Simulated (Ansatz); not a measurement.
Ansatz results at the PBE0-D4/def2-TZVP geometry: HOMO energy (ωB97M-V/def2-TZVPP) -8.09 eV; HOMO energy (PBE0/def2-TZVPP) -5.91 eV; HOMO–LUMO gap (PBE0/def2-TZVPP) 5.24 eV.

Question: Which molecule gave them?
A. `C[N](C)[SbH2]`
B. `CC[NH][SbH2]`
C. `C[O][Sb]([CH3])[O]C`
D. `C[CH](N)[SbH2]`

Answer: A. The others give `CC[NH][SbH2]`: -9.01, -6.72, 6.17; `C[CH](N)[SbH2]`: -8.29, -6.19, 5.81; `C[O][Sb]([CH3])[O]C`: -9.27, -7.11, 6.60.
